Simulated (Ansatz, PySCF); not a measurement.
Gas-phase reaction (SMILES): CB(C)Br [bromo(dimethyl)borane] + F (HF) -> CB(C)F [fluoro(dimethyl)borane] + Br (HBr); hydrogen fluoride cleaves one B-Br bond, a model of a ligand-exchange step.

Geometries: B3LYP-D3(BJ)/def2-TZVP minima from Ansatz (an electronic-structure program). Valence correlation only, unless marked. Spin-orbit coupling is left out. The frozen core is the preceding noble-gas configuration, with the filled d and f shells of earlier blocks. Non-relativistic. Basis-set limits of correlation are two-point, X^-3; Hartree-Fock from the larger set. The bracket is a focal-point correction in the basis named. Thermal terms are rigid-rotor harmonic-oscillator values from B3LYP-D3(BJ) frequencies (Ansatz or PySCF) at 298.15 K and 1 atm. 1 Eh = 627.5095 kcal/mol.

```json
[
 {"species": "CB(C)Br", "E, RI-MP2/CBS(aug-cc-pVTZ,aug-cc-pVQZ)+[CCSD(T)-MP2]/aug-cc-pVTZ (Ansatz) (Eh)": "-2677.24953", "E, PBE/def2-TZVPD (Ansatz) (Eh)": "-2678.37074", "H - E (Eh)": "0.08459", "G - E (Eh)": "0.04699"},
 {"species": "F (HF)", "E, RI-MP2/CBS(aug-cc-pVTZ,aug-cc-pVQZ)+[CCSD(T)-MP2]/aug-cc-pVTZ (Ansatz) (Eh)": "-100.39388", "E, PBE/def2-TZVPD (Ansatz) (Eh)": "-100.39521", "H - E (Eh)": "0.01259", "G - E (Eh)": "-0.00713"},
 {"species": "CB(C)F", "E, RI-MP2/CBS(aug-cc-pVTZ,aug-cc-pVQZ)+[CCSD(T)-MP2]/aug-cc-pVTZ (Ansatz) (Eh)": "-204.38178", "E, PBE/def2-TZVPD (Ansatz) (Eh)": "-204.41872", "H - E (Eh)": "0.08606", "G - E (Eh)": "0.04998"},
 {"species": "Br (HBr)", "E, RI-MP2/CBS(aug-cc-pVTZ,aug-cc-pVQZ)+[CCSD(T)-MP2]/aug-cc-pVTZ (Ansatz) (Eh)": "-2573.28323", "E, PBE/def2-TZVPD (Ansatz) (Eh)": "-2574.36895", "H - E (Eh)": "0.00927", "G - E (Eh)": "-0.01328"}
]
```

### Question
Work out ΔE and ΔH, ΔG, ΔS and the equilibrium constant at 298.15 K at the first level, then ΔH at the second.

### Answer

1. ΔE = [(-204.38178) + (-2573.28323)] - [(-2677.24953) + (-100.39388)] = -0.02160 Eh = -13.6 kcal/mol at RI-MP2/CBS(aug-cc-pVTZ,aug-cc-pVQZ)+[CCSD(T)-MP2]/aug-cc-pVTZ.
2. The terms H - E add up to -0.00185 Eh, so ΔH = (-0.02160 + (-0.00185))×627.5095 = -14.7 kcal/mol.
3. The terms G - E add up to -0.00316 Eh, so ΔG = -15.5 kcal/mol, and ΔS = (-0.00185 - (-0.00316))×627509.5/298.15 = 2.8 cal/(mol K).
4. log10 K = -ΔG/(RT ln 10) = 11.4, with RT ln 10 = 1.3642 kcal/mol.
5. At PBE/def2-TZVPD the same steps give ΔE = -13.6 and ΔH = -14.8 kcal/mol, a shift of -0.1 from the first level.
6. These values are not checked against measurement here, since the tables used lack a sound gas-phase enthalpy of formation for at least one species.
